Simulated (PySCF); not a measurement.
An unknown is described by computed data only.

Formula: C4H9Al.

* Triplet: lowest triplet excitation (Tamm–Dancoff): 4.56 eV [TDA wB97X-D/def2-SVPD]
* Polarisability: 73.3 au [wB97X-D/def2-SVPD]
* Dipole: 0.12 D [wB97X-D/def2-SVPD]
* XPS: C1s 289.4 (×2), C1s 290.3 (×2), Al1s 1566.3 eV [ΔSCF SCAN, pcX-2 on the ionised atom, pcseg-1 elsewhere, spin-free X2C]
* UV, first state: lowest singlet excitation: 4.78 eV (259 nm, f = 0.000) [TDDFT wB97X-D/def2-SVPD]
* NMR, other nuclei: isotropic shieldings of nuclei other than C and H, by class: 238 (1 Al) ppm [GIAO PBE0/pcSseg-1]
* 13C NMR: chemical shifts (computed TMS as zero) by class: 30.2 (2 C), 12.3 (2 C) ppm [GIAO PBE0/pcSseg-1]
* 1H NMR: chemical shifts (computed TMS as zero) by class: 5.85 (1 H), 1.64 (4 H), 0.25 (4 H) ppm [GIAO PBE0/pcSseg-1]
* Rotational structure: rotational constants A, B, C: 5.322, 4.295, 2.601 GHz [PBE0-D3(BJ)/def2-SVP]

Gas-phase values; electronic properties from PySCF, density fitting. Levels stand in brackets. Geometry: PBE0-D3(BJ)/def2-SVP, one conformer, isolated molecule. Each NMR value is the plain mean over a class of atoms that symmetry, rotation or inversion makes alike.

Question: Propose a structure and show how it fits.

Answer: Numbering: `[CH2:1]1[CH2:2][CH2:3][AlH:4][CH2:5]1`. 4 carbons fall into 2 classes; from least to most shielded: ring CH2 carbon [C1/C2] (30.2 ppm, 2 C), ring CH2 carbon [C3/C5] (12.3 ppm, 2 C). Hydrogen classes from least to most shielded: 1 H on an aluminium bonded to 2 C and H, Al4 (5.85 ppm), 4 H on 2 ring CH2 carbons, C1/C2 (1.64 ppm, a mean of values up to 1.2 ppm apart in this geometry), 4 H on 2 ring CH2 carbons, C3/C5 (0.25 ppm, a mean of values up to 0.9 ppm apart in this geometry). The other shieldings belong to: 238 ppm, aluminium bonded to 2 C and H [Al4]. The core levels belong to: C1s 289.4 eV, ring CH2 carbon [C3/C5]; C1s 290.3 eV, ring CH2 carbon [C1/C2]; Al1s 1566.3 eV, aluminium bonded to 2 C and H [Al4]. The optimised geometry has point group C2 and is an asymmetric top. Structure: `C1C[CH2][AlH][CH2]1`. Computed isomers that give other values at the same levels: `C=C[CH2][AlH][CH3]` (rotational constant A: 5.892 GHz; this holds for the one conformer computed). The assignments are read from this structure; whether some other isomer fits the data as well wasn't checked.
